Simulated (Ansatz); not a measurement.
C3H7NSi can be A, `CC([SiH3])=C=N`, or B, `C=C=C(N)[SiH3]`.

Gas-phase electronic energies from Ansatz, PBE0-D4/def2-TZVP geometries. CCSD(T)/CBS is the MP2 limit (def2-TZVPP, def2-QZVPP) plus CCSD(T) − MP2 in def2-TZVPP, frozen cores. DFT in def2-TZVPP. B3LYP here is the variant with VWN-RPA as its local correlation; programs differ in this. Each species was taken in one conformer, which may not be the lowest.

A:

```xyz
12

C     0.3762   -0.1125    1.5607
C     0.1345    0.1029    0.0861
Si   -1.4355   -0.4692   -0.7196
C     1.0096    0.6940   -0.6844
N     1.7536    1.3501   -1.3933
H     0.3662   -1.1778    1.8081
H     1.3362    0.2989    1.8754
H    -0.4067    0.3679    2.1544
H    -1.5968   -1.9400   -0.5482
H    -1.4041   -0.1384   -2.1663
H    -2.6098    0.1847   -0.0788
H     2.4766    0.8392   -1.8940
```

B:

```xyz
12

C    -0.4870   -1.4189   -1.7985
C    -0.4060   -0.5561   -0.8260
C    -0.2878    0.2705    0.1819
N    -1.3272    1.0566    0.7060
Si    1.3523    0.2706    1.0848
H    -0.2316   -1.1512   -2.8206
H    -0.8172   -2.4405   -1.6271
H    -1.0268    1.9702    1.0125
H    -2.1294    1.1299    0.0964
H     1.7965    1.6816    1.2749
H     1.2122   -0.3412    2.4328
H     2.3519   -0.4715    0.2830
```

Q: Which is lower in electronic energy at CCSD(T)/CBS, and by how much? (Best estimate.)

A: Ansatz gave: A, by 13.7 kcal/mol.

Q: Give E(B) − E(A) in kcal/mol with r2SCAN-D4, ωB97M-V, BLYP-D4, B3LYP, PBE0-D4, LDA (SPW92), PBE-D4. (An estimate is asked.)

A: Computed: r2SCAN-D4 15.5, ωB97M-V 14.5, BLYP-D4 14.2, B3LYP 14.2, PBE0-D4 14.6, LDA (SPW92) 12.8, PBE-D4 14.5. None reverses the order clearly.

Q: Does the order hold for the free energy at 298.15 K (harmonic terms from PBE0-D4)? (Best estimate.)

A: Computed: Yes: G(B) − G(A) = +14.0 kcal/mol, for one conformer each.

Largest T1 diagnostic: 0.014.

At CCSD(T), def2-SVP lies +2.4 kcal/mol from the extrapolated value and def2-TZVPP +1.1 kcal/mol. Leaving LDA and LC-ωPBE aside and taking each functional with its dispersion term where it has one, the values, not all of them listed here, spread over 1.9 kcal/mol, from CAM-B3LYP-D4 to B97M-V. LDA lies −1.8 kcal/mol from PBE without D4.
